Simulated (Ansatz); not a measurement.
## Ligand exchange: NaBr + LiSH → NaSH + LiBr

Species: NaBr, singlet; LiSH `[Li][SH]`, singlet; NaSH `[Na][SH]`, singlet; LiBr, singlet. The partners trade Br for SH: Na–Br and Li–SH bonds give way to Na–SH and Li–Br.

Shapes, held fixed at every level: PBE0-D4/def2-TZVP. Programs: Ansatz 0.2.0. The zero-point and thermal change to 298 K, harmonic and unscaled (PBE0-D4/def2-TZVP), is -0.1 kJ/mol.

| level | kind | ΔH(298 K) (kJ/mol) | less CCSD(T)/def2-TZVPP |
| --- | --- | --- | --- |
| HF/def2-SVP | Hartree–Fock | +5.1 | +1.9 |
| HF/def2-TZVPP | Hartree–Fock | +6.2 | +3.0 |
| PBE-D4/def2-TZVPP | GGA | -0.7 | -3.9 |
| BHLYP-D4/def2-TZVPP | global hybrid | +2.7 | -0.5 |
| wB97X-V/def2-TZVPP | range-separated hybrid | +4.2 | +1.0 |
| CCSD(T)/def2-SVP | coupled cluster or CI | +0.7 | -2.5 |
| CCSD/def2-SVP | coupled cluster or CI | +1.5 | -1.7 |
| CCSD(T)/def2-TZVPP | coupled cluster or CI | +3.2 | 0.0 |

The highest level, CCSD(T)/def2-TZVPP, gives ΔH(298 K) = +3.2 kJ/mol; the levels span -0.7 to +6.2. That is about zero within the method's error. They disagree on the sign: 7 of 8 are positive. The column of differences is taken from that level and isn't an error. No measured value is set beside it here. Relativity is left out for Br unless named. Correlated rows may include outer-core shells of Br, Li, Na, which these sets cover unevenly.
